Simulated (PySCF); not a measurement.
C3H3BFNO, SMILES C1=NB(F)OC=C1.

Coordinates come from a B3LYP-D3(BJ)/def2-SVP optimisation. This is a generated structure with no PubChem entry under its InChIKey; it may be hypothetical.

Two levels are set side by side: TDA-PBE/def2-SVPD (PySCF) and TDA-PBE0/def2-SVPD (PySCF). Vertical, same geometry. The lowest singlet is HOMO→LUMO 100 % with PBE and HOMO→LUMO 99 % with the other functional; states are paired by order. Differences are taken from unrounded values.

| quantity | TDA-PBE0 | TDA-PBE | TDA-PBE minus TDA-PBE0 |
|---|---|---|---|
| lowest singlet excitation (eV) | 3.75 | 3.27 | -0.48 |
| lowest triplet excitation (TDA) (eV) | 3.24 | 2.83 | -0.41 |
| first bright state (f over 0.05) (eV) | 5.65 | 5.43 | -0.22 |
| its oscillator strength | 0.23 | 0.19 | -0.04 |

A lower first singlet is the usual sign of a functional without exact exchange. Differences between two approximate levels are no errors against the true value.

Rough cost on one machine, each run with all the roots and properties that it gave: TDA-PBE0 against TDA-PBE within a factor of 2.
